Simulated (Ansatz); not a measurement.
TiAl6⁺, relaxed as a doublet with UKS r2SCAN-D4/def2-SVP in Ansatz, starting from the GFN1-xTB geometry. Force threshold 0.02 eV/Å.

The charge 1 doublet is spin-contaminated (final ⟨S²⟩ up to 1.47, 0.75 for a pure state). The structure comes from a short search, and lower isomers may exist.

Start:

```xyz
7

Ti   -0.192   -0.081    0.159
Al   -0.224   -1.042    1.224
Al    1.932    0.943   -1.736
Al   -0.751    0.740    1.105
Al    0.625   -0.287    0.087
Al   -1.263   -0.803   -0.303
Al   -0.125    0.530   -0.535
```

| step | energy (eV) | largest force component (eV/Å) | SCF passes |
| --- | --- | --- | --- |
| 1 | -62352.5805 | 642.707 | 93 |
| 2 | -62526.2345 | 190.695 | 57 |
| 3 | -62587.2632 | 93.074 | 49 |
| 4 | -62629.5634 | 37.030 | 36 |
| 5 | -62648.9967 | 16.302 | 37 |
| 6 | -62658.6526 | 7.512 | 45 |
| 7 | -62661.7285 | 5.708 | 52 |
| 8 | -62664.7484 | 2.605 | 59 |
| 9 | -62666.1833 | 1.899 | 101 |
| 10 | -62666.8538 | 1.025 | 64 |
| 11 | -62667.1650 | 0.741 | 50 |
| 12 | -62667.3493 | 0.377 | 51 |
| 13 | -62667.4522 | 0.143 | 50 |
| 14 | -62667.5042 | 0.186 | 50 |
| 15 | -62667.5873 | 0.267 | 52 |
| 16 | -62667.7801 | 0.323 | 58 |
| 17 | -62668.0251 | 0.285 | 59 |
| 18 | -62668.3788 | 0.429 | 78 |
| 19 | -62668.7598 | 0.398 | 71 |
| 20 | -62668.8664 | 0.490 | 58 |
| 21 | -62668.9880 | 0.337 | 51 |
| 22 | -62669.1807 | 0.335 | 50 |
| 23 | -62669.3619 | 0.304 | 50 |
| 24 | -62669.4448 | 0.193 | 52 |
| 25 | -62669.4608 | 0.041 | 41 |
| 26 | -62669.4617 | 0.019 | 42 |

Force components are those of the run's own axes.

End:

```xyz
7

Ti   -2.076    0.087    0.568
Al   -0.261   -1.433    1.645
Al    1.511    0.787   -1.347
Al    0.269    1.165    1.089
Al    1.920   -0.935    0.402
Al   -0.416   -1.158   -1.048
Al   -0.948    1.488   -1.309
```

Bonds lost: Ti1–Al3, Ti1–Al5, Al2–Al7, Al4–Al6, Al5–Al7 (atoms count from 1). Bonds formed: Al3–Al4, Al3–Al6 (atoms count from 1). The end is the same structure that another start reached, the lowest one found.

No frequencies were taken in this run, so the end may be a saddle point.

It took 4.3 min on 4 threads of Arm Neoverse V2 on a shared host.
